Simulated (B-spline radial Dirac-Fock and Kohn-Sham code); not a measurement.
**Run log: Cl⁶⁺**

ΔSCF core binding energies without Breit or QED terms, calculated with a radial finite-basis atomic code. Keys: rel is the Hamiltonian (dirac, or spin-free x2c and nr, where L3 and M5 stand for the whole 2p and 3d shells), method is hf or an exchange,correlation pair (spin-unpolarised, also for the hole states), nuc the nuclear model, radius_factor scales its radius, rmax is the box in bohr, h the logarithmic mesh step, order the B-spline order, points the quadrature points per cell, c_factor scales the speed of light, and damp, ndamp, maxit and tol steer the iteration. The run stops when the commutator error falls below 10·tol·max(1, Z/10), or the numerical noise floor, and the energy has settled to about 1e-8 Ha; the virial ratio is −V/T.

Input (task.json):

```json
{"items": [{"Z": 17, "q": 6, "cfg": [[1, 0, 2], [2, 0, 2], [2, 1, 6], [3, 0, 1]], "A": 35, "rrms": 3.3654, "do": "settings", "holes": ["K", "L3", "M5"],
  "settings": [{"rel": "dirac", "method": "hf", "nuc": "fermi", "radius_factor": 1.0, "rmax": 45.0, "h": 0.3, "order": 8, "points": 10, "c_factor": 1.0, "maxit": 62, "damp": 0.5, "ndamp": 3, "tol": 1e-14}]}]}
```

Command: `python xray2_run.py task.json out`

Ground-state iterations:

```
iter   energy (Ha)        error
   1     -444.08587857  1.22e+00
   2     -450.12138565  2.97e-01
   3     -450.33342688  1.23e-01
   4     -450.36913256  5.09e-02
   5     -450.37611316  8.09e-03
   6     -450.37635627  1.21e-04
   7     -450.37635635  1.08e-05
   8     -450.37635635  9.38e-08
```

The ground state converged in 8 iterations, with total energy -450.37636 Ha, virial ratio 1.99357 and highest orbital energy -113.75 eV. ΔSCF binding energies: L3 (2p3/2) 322.0 eV. Holes are computed only in closed shells, and unreliable hole states are left out.

One setting is outside the advised range (tolerance below the noise), but here it does no visible harm: the result matches the run with default settings.
